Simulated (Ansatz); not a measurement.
Isolated molecules relaxed with PBE0-D4/def2-TZVP in Ansatz; ΔE leaves out vibrations. CCSD(T)/CBS adds triple-zeta CCSD(T) − MP2 to the extrapolated MP2 energy (def2 sets, frozen cores). Functionals use def2-TZVPP. B3LYP here is the variant with VWN-RPA as its local correlation; programs differ in this. For Ge outer-core shells are correlated without core-valence functions, which leaves a few kJ/mol of doubt a bond. Scalar relativity is left out up to krypton. One conformer a species, not always the lowest.

Consider the cleavage of the B–Ge bond: `O[BH][GeH2][CH2]O` + `OCS` → `OBSCO` + `O[CH2][GeH3]`.

```
             level  ΔE (kJ/mol)  difference from CCSD(T)/CBS
            PBE-D4        -99.6                         -2.1
           PBE0-D4       -101.4                         -3.9
           ωB97X-V       -100.3                         -2.8
           ωB97M-V       -101.2                         -3.7
            B2PLYP       -101.7                         -4.2
               PBE        -98.1                         -0.6
              PBE0       -100.3                         -2.8
             B3LYP        -98.9                         -1.4
    MP2/def2-TZVPP       -104.8                         -7.3
SCS-MP2/def2-TZVPP       -101.6                         -4.1
   CCSD/def2-TZVPP        -96.9                          0.6
CCSD(T)/def2-TZVPP        -98.5                         -1.0
SCS-MP2/def2-QZVPP       -101.6                         -4.1
      HF/CBS(def2)       -104.4                         -6.9
     MP2/CBS(def2)       -103.8                         -6.3
    CCSD/CBS(def2)        -95.9                          1.6
       CCSD(T)/CBS        -97.5                            0
```

Largest T1 diagnostic among the species: 0.013.
